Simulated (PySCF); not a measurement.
Ge(F)(NH2) (FGeH2N), SMILES [NH2][Ge][F] (connectivity only; charge and spin as stated), neutral, multiplicity 1.

Geometry optimised at PBE0-D3(BJ)/def2-TZVP. Other conformers were not sampled.

Method: TDDFT-LC-ωPBE/def2-SVPD run with PySCF.

Vertical excitations. The molecule is in vacuum. State labels are in the subgroup Cs.

Computed lowest excited states:
```json
[
 {"state": "S1", "symmetry": "A\"", "energy (eV)": "5.22", "λ (nm)": "238", "f": "0.097", "main pairs": "HOMO→LUMO 99 %"},
 {"state": "S2", "symmetry": "A'", "energy (eV)": "6.38", "λ (nm)": "194", "f": "0.059", "main pairs": "HOMO−1→LUMO 91 %"},
 {"state": "S3", "symmetry": "A'", "energy (eV)": "7.29", "λ (nm)": "170", "f": "0.277", "main pairs": "HOMO→LUMO+1 47 %, HOMO→LUMO+2 35 %, HOMO→LUMO+3 9 %"},
 {"state": "S4", "symmetry": "A\"", "energy (eV)": "7.52", "λ (nm)": "165", "f": "0.025", "main pairs": "HOMO−1→LUMO+1 89 %"},
 {"state": "S5", "symmetry": "A\"", "energy (eV)": "8.07", "λ (nm)": "154", "f": "0.041", "main pairs": "HOMO−1→LUMO+2 58 %, HOMO−1→LUMO+3 31 %"},
 {"state": "S6", "symmetry": "A\"", "energy (eV)": "8.22", "λ (nm)": "151", "f": "0.025", "main pairs": "HOMO−2→LUMO 96 %"},
 {"state": "S7", "symmetry": "A'", "energy (eV)": "8.33", "λ (nm)": "149", "f": "0.092", "main pairs": "HOMO→LUMO+1 44 %, HOMO→LUMO+2 43 %"},
 {"state": "S8", "symmetry": "A'", "energy (eV)": "8.48", "λ (nm)": "146", "f": "0.451", "main pairs": "HOMO→LUMO+3 75 %, HOMO→LUMO+2 17 %"},
 {"state": "S9", "symmetry": "A'", "energy (eV)": "9.05", "λ (nm)": "137", "f": "0.062", "main pairs": "HOMO−3→LUMO 90 %"},
 {"state": "S10", "symmetry": "A\"", "energy (eV)": "9.16", "λ (nm)": "135", "f": "0.000", "main pairs": "HOMO−4→LUMO 95 %"},
 {"state": "T1", "symmetry": "A\"", "energy (eV)": "3.40", "λ (nm)": "365", "f": "0", "main pairs": "HOMO→LUMO 97 %"},
 {"state": "T2", "symmetry": "A'", "energy (eV)": "4.89", "λ (nm)": "253", "f": "0", "main pairs": "HOMO−1→LUMO 95 %"},
 {"state": "T3", "symmetry": "A'", "energy (eV)": "5.52", "λ (nm)": "225", "f": "0", "main pairs": "HOMO→LUMO+1 51 %, HOMO→LUMO+2 36 %"},
 {"state": "T4", "symmetry": "A\"", "energy (eV)": "7.15", "λ (nm)": "173", "f": "0", "main pairs": "HOMO−1→LUMO+1 87 %"}
]
```
Triplets are in the Tamm–Dancoff approximation, which puts them higher than full response would, so one can lie above its singlet here.
